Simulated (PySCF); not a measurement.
C₂H₃ClF₂Si, SMILES Cl[Si@@H](F)/C=C\F. Atoms are numbered in the order given.

```xyz
9

F     -2.4141    -1.0276    -0.9305
C     -2.3214     0.0524    -0.1660
C     -1.1632     0.4903     0.3257
Si     0.4695    -0.3082     0.0069
F      0.9298    -1.1602     1.3052
Cl     1.8654     1.1796    -0.2477
H     -3.2993     0.5184    -0.0015
H     -1.2114     1.3908     0.9453
H      0.4918    -1.2127    -1.1609
```

Coordinates come from a PBE0-D3(BJ)/def2-SVP optimisation. The structure was generated by enumeration; whether it is a known compound was not checked. Other conformers were not sampled.

These are PySCF with SMD-PBE0/6-31G* values and carry that method's errors.

Solvation free energies are E(SMD) − E(gas) at the gas-phase geometry, for 1 M in both phases. In vacuum the dipole moment is 2.81 D.

Q: Estimate the solvation free energies in water, dimethylsulfoxide, N,N-dimethylformamide. (The exact figures need the calculation; the answer reports its results.)

A: 
```
solvent                ΔG(solv) (kcal/mol)  its non-electrostatic (CDS) part  dipole (D)
---------------------  -------------------  --------------------------------  ----------
water                                 -0.1                               4.4        3.55
dimethylsulfoxide                     -2.7                               1.7        3.54
N,N-dimethylformamide                 -3.4                               1.0        3.53
```
